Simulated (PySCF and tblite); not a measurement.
The numbers below are computed, except where a source is named.
System: C₆H₈O₂, numbered as in [CH2:1]=[CH:2]/[C:3]([OH:4])=[CH:5]/[C:6]([CH3:7])=[O:8].

Motion: rotation about the C5–C6 bond (torsion C3–C5–C6–C7 from -180° to -1°, rising). GFN2-xTB gives an electronic barrier of 14.7 kcal/mol and a reaction energy of 10.5 kcal/mol.

PBE0/pcSseg-1 + D3(BJ), IEF-PCM benzene on GFN2-xTB geometries gives 19.9 kcal/mol and k(298 K) = 0.063 s⁻¹.

Problem. What does OPBE/pcSseg-1 + D3(BJ), IEF-PCM benzene give on GFN2-xTB geometries?

Solution. A barrier of 20.4 kcal/mol, 0.5 above the first DFT barrier (from unrounded values), a reaction energy of 11.7 kcal/mol and, with GFN2-xTB thermal terms, ΔG‡(298 K) = 20.0 kcal/mol and k = 0.027 s⁻¹ (2 equivalent paths).

Programs: tblite and PySCF.
